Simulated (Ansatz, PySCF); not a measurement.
System: GaCl, net charge 0, singlet state. SMILES: [Cl][Ga]
Geometry: optimised at B3LYP-D3(BJ)/def2-TZVP (Ansatz, a quantum-chemistry and plane-wave program).

Wanted: vertical ionisation energy (to the doublet state of charge +1; each state is the SCF solution reached for its spin), in eV. Cores are frozen in the correlated levels unless marked. UHF or UKS for open shells. Spin-orbit coupling is left out. Frozen are the shells of the preceding noble gas and the d and f shells that filled before the atom's block. No relativistic terms. Basis-set limits of correlation are two-point, X^-3; Hartree-Fock from the larger set.

```
level                                 program  vertical ionisation energy (eV)  minus last row
------------------------------------  -------  -------------------------------  --------------
SVWN5/def2-TZVPD                       Ansatz                            10.12            0.31
PBE/def2-TZVPD                         Ansatz                             9.84            0.03
r2SCAN/def2-TZVPD                      Ansatz                             9.87            0.06
B3LYP/def2-TZVPD                       Ansatz                             9.98            0.17
PBE0/def2-TZVPD                        Ansatz                             9.84            0.03
BHLYP/def2-TZVPD                       Ansatz                             9.83            0.02
CAM-B3LYP/def2-TZVPD                   Ansatz                            10.03            0.22
wB97M-V/def2-TZVPD                     Ansatz                             9.95            0.14
wB97X-V/def2-TZVPD                     Ansatz                             9.93            0.12
CCSD/def2-SVPD                         Ansatz                             9.68           -0.13
CCSD/def2-QZVPPD                       Ansatz                             9.75           -0.06
CCSD(T)/def2-SVPD                      Ansatz                             9.68           -0.13
CCSD(T)/def2-TZVPPD                    Ansatz                             9.70           -0.11
CCSD(T)/def2-QZVPPD                    Ansatz                             9.76           -0.05
CCSD(T)/CBS(def2-TZVPPD,def2-QZVPPD)   Ansatz                             9.81            0.00
```

For comparison, minus the highest occupied orbital energy (PySCF): 6.62 eV at M06-L/def2-TZVPD, 9.61 eV at HF/def2-TZVPD, 7.01 eV at TPSSh/def2-TZVPD.
